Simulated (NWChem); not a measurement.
HfH4S; SMILES [SH][HfH3]

All runs: NWChem. def2 effective core potentials on Hf; no spin-orbit coupling. Each level has its own optimisation; frequencies are unscaled.

For level BLYP/def2-SVP:

| Property | Result |
|---|---|
| highest harmonic frequency (cm⁻¹) | 2514 |
| lowest (cm⁻¹) | 101 |

How do the values read with level PBE0/def2-SVP instead?

The highest harmonic frequency (cm⁻¹) is 2644 and the lowest (cm⁻¹) is 112.
